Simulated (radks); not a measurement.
Species: P3+. Configuration: [Ne] 3s2. Method: Dirac Kohn-Sham, PBE, spin-unpolarised, spherical densities, finite nucleus; Fermi nuclear charge, rms radius 3.1889 fm; computed with a radial shooting solver on a logarithmic mesh with Libxc functionals.

Unscreened Slater integrals over Kohn-Sham orbitals (cm^-1). Large and small components are both included.

| integral | value |
|---|---|
| F0(3s1/2,3s1/2) | 118230 |
| F0(3s1/2,2p3/2) | 156130 |
| G1(3s1/2,2p3/2) | 12411 |
| F0(3s1/2,2p1/2) | 156210 |
| G1(3s1/2,2p1/2) | 12402 |
| F0(3s1/2,2s1/2) | 154870 |
| G0(3s1/2,2s1/2) | 9895.2 |
| F0(2p3/2,2p3/2) | 416870 |
| F2(2p3/2,2p3/2) | 192220 |
| F0(2p3/2,2p1/2) | 417840 |
| G2(2p3/2,2p1/2) | 192330 |
| F0(2p3/2,2s1/2) | 397040 |
| G1(2p3/2,2s1/2) | 236100 |
| F0(2p1/2,2p1/2) | 418820 |
| F0(2p1/2,2s1/2) | 397830 |
| G1(2p1/2,2s1/2) | 236080 |
| F0(2s1/2,2s1/2) | 384040 |
